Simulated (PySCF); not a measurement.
**CH10NSi3: g tensor and hyperfine couplings**

Species: CH10NSi3 (doublet state).
Geometry (PBE0-D3(BJ)/def2-SVP, Å), atoms numbered from 1 in this order:
```
atom  x, y, z in Å
N1     3.2115    0.7976    0.0722
Si2    1.7772    0.2152    0.8671
Si3   -0.1752    0.0828   -0.4547
C4    -1.6574   -0.5646    0.5377
Si5   -3.2301   -0.6778   -0.4913
H6     3.6300    0.2138   -0.6446
H7     3.2351    1.7698   -0.2179
H8     1.4873    1.1238    2.0221
H9     2.0663   -1.1566    1.3948
H10   -0.5048    1.4368   -1.0108
H11    0.0663   -0.8180   -1.6300
H12   -1.4082   -1.5605    0.9410
H13   -1.8277    0.1022    1.3997
H14   -3.0504   -1.6189   -1.6444
H15   -3.6287    0.6704   -1.0120
```

The hyperfine couplings belong to this conformer and change with its torsions.

As a line formula: `N[SiH2][SiH2]C[SiH2]` [radical].

Theory: PySCF 2.14.0, UKS B3LYP, IGLO-III on C N Si, pcH-1 on H, non-relativistic, mean-field spin-orbit, GIAO. One conformer (not necessarily the lowest) at the PBE0-D3(BJ)/def2-SVP geometry, without solvent, vibrations or thermal averaging. No stability test was run, so a lower SCF solution isn't excluded.

- g1, g2, g3: 2.00193, 2.00350, 2.00362
- g_iso: 2.00302
- Form of g: close to axial: the two nearest values differ by 7 % of g3 − g1
- ⟨S²⟩: 0.7517 (exact 0.7500)
- Basis functions: 302

Isotropic coupling and dipolar principal values T1 to T3, in MHz; ρ(0) is the spin density at the nucleus:

```json
{"atom": "N1", "isotope": "14N", "a_iso": "0.4", "of which spin–orbit": "0.0", "T1": "-0.6", "T2": "-0.6", "T3": "1.2", "Mulliken spin population": "0.01", "ρ(0) (bohr⁻³)": "0.0013"}
{"atom": "Si2", "isotope": "29Si", "a_iso": "-27.0", "of which spin–orbit": "0.0", "T1": "-5.5", "T2": "2.6", "T3": "2.9", "Mulliken spin population": "0.02", "ρ(0) (bohr⁻³)": "0.0304"}
{"atom": "Si3", "isotope": "29Si", "a_iso": "-42.7", "of which spin–orbit": "0.1", "T1": "-9.2", "T2": "3.8", "T3": "5.4", "Mulliken spin population": "0.02", "ρ(0) (bohr⁻³)": "0.0482"}
{"atom": "C4", "isotope": "13C", "a_iso": "11.9", "of which spin–orbit": "0.0", "T1": "-5.1", "T2": "-5.0", "T3": "10.2", "Mulliken spin population": "0.01", "ρ(0) (bohr⁻³)": "0.0105"}
{"atom": "Si5", "isotope": "29Si", "a_iso": "-492.2", "of which spin–orbit": "1.2", "T1": "-160.8", "T2": "80.4", "T3": "80.4", "Mulliken spin population": "0.90", "ρ(0) (bohr⁻³)": "0.5552"}
{"atom": "H6", "isotope": "1H", "a_iso": "-0.8", "of which spin–orbit": "0.0", "T1": "-0.9", "T2": "-0.1", "T3": "1.0", "Mulliken spin population": "0.00", "ρ(0) (bohr⁻³)": "-0.0002"}
{"atom": "H7", "isotope": "1H", "a_iso": "-0.8", "of which spin–orbit": "0.0", "T1": "-0.9", "T2": "-0.1", "T3": "1.0", "Mulliken spin population": "0.00", "ρ(0) (bohr⁻³)": "-0.0002"}
{"atom": "H8", "isotope": "1H", "a_iso": "1.6", "of which spin–orbit": "0.0", "T1": "-0.6", "T2": "-0.3", "T3": "0.9", "Mulliken spin population": "0.00", "ρ(0) (bohr⁻³)": "0.0004"}
{"atom": "H9", "isotope": "1H", "a_iso": "1.6", "of which spin–orbit": "0.0", "T1": "-0.6", "T2": "-0.3", "T3": "0.9", "Mulliken spin population": "0.00", "ρ(0) (bohr⁻³)": "0.0004"}
{"atom": "H10", "isotope": "1H", "a_iso": "0.1", "of which spin–orbit": "0.0", "T1": "-1.8", "T2": "-0.7", "T3": "2.4", "Mulliken spin population": "0.00", "ρ(0) (bohr⁻³)": "0.0000"}
{"atom": "H11", "isotope": "1H", "a_iso": "0.1", "of which spin–orbit": "0.0", "T1": "-1.8", "T2": "-0.7", "T3": "2.4", "Mulliken spin population": "0.00", "ρ(0) (bohr⁻³)": "0.0000"}
{"atom": "H12", "isotope": "1H", "a_iso": "6.0", "of which spin–orbit": "0.0", "T1": "-4.4", "T2": "-2.2", "T3": "6.6", "Mulliken spin population": "0.00", "ρ(0) (bohr⁻³)": "0.0013"}
{"atom": "H13", "isotope": "1H", "a_iso": "6.0", "of which spin–orbit": "0.0", "T1": "-4.4", "T2": "-2.2", "T3": "6.6", "Mulliken spin population": "0.00", "ρ(0) (bohr⁻³)": "0.0013"}
{"atom": "H14", "isotope": "1H", "a_iso": "52.1", "of which spin–orbit": "0.0", "T1": "-8.8", "T2": "0.5", "T3": "8.3", "Mulliken spin population": "0.02", "ρ(0) (bohr⁻³)": "0.0117"}
{"atom": "H15", "isotope": "1H", "a_iso": "52.2", "of which spin–orbit": "0.0", "T1": "-8.8", "T2": "0.5", "T3": "8.3", "Mulliken spin population": "0.02", "ρ(0) (bohr⁻³)": "0.0117"}
```

The largest Mulliken spin population is on Si5 (+0.90). The angles at Si5 add up to 331.2°, so it is pyramidal.

Axes: g2 points within 3° of the C4–Si5 bond.

Under fast tumbling the dipolar parts average out, and these isotropic splittings remain: 2 × 1H (H14/H15, I = 1/2, 3 lines) with 1.86 mT, 2 × 1H (H12/H13, I = 1/2, 3 lines) with 0.21 mT and 2 × 1H (H8/H9, I = 1/2, 3 lines) with 0.06 mT.

The 13C coupling of C4 (11.9 MHz) shows only in satellite lines or after enrichment, since that isotope makes up about 1.07 % of natural carbon.

The 29Si coupling of Si5 (-492.2 MHz) shows only in satellite lines or after enrichment, since that isotope makes up about 4.7 % of natural silicon.
